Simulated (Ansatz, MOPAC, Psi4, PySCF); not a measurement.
Complex: HF (SMILES F) (first 2 atoms) with Si2H6 (SMILES [SiH3][SiH3]); geometry from B3LYP-D3(BJ)/def2-TZVP, rigid monomers moved along the line of their centres of mass till H2···H9 is 1.99 Å.
(charge 0, multiplicity 1):
```xyz
10

F      1.45958     0.31952    -0.17442
H      1.34353     0.29974     0.74874
Si    -0.52700    -0.19815     5.47609
Si    -0.49782    -0.19728     3.13243
H     -1.87472    -0.58505     5.95594
H     -0.19968     1.15489     5.98378
H      0.46936    -1.16645     5.99110
H     -0.78771    -1.53974     2.57967
H      0.86949     0.19289     2.67612
H     -1.45330     0.78504     2.57214
```

Counterpoise-corrected where a basis set is named; no monomer relaxation. Rows marked so take none.

Frozen-core correlation. Rows in STO-3G carry no dispersion term and start afresh at each structure. The state reached by PM6 isn't checked.

The values were computed with Ansatz (Gaussian orbitals); MOPAC for PM6 (differences of heats of formation); Psi4 for SAPT; PySCF for STO-3G rows, the dispersion terms. Each number belongs to the level named beside it.

One of these levels gives -1.4 kJ/mol for the interaction energy. Name it.
(A) PM6
(B) PBE-D4/def2-TZVPPD
(C) HF/STO-3G (no counterpoise)
(D) SAPT0/jun-cc-pV(D+d)Z

A, PM6. The others give 1.4 (HF/STO-3G (no counterpoise)), -8.5 (PBE-D4/def2-TZVPPD), -4.6 (SAPT0/jun-cc-pV(D+d)Z)

Ansatz is a program for electronic structure.
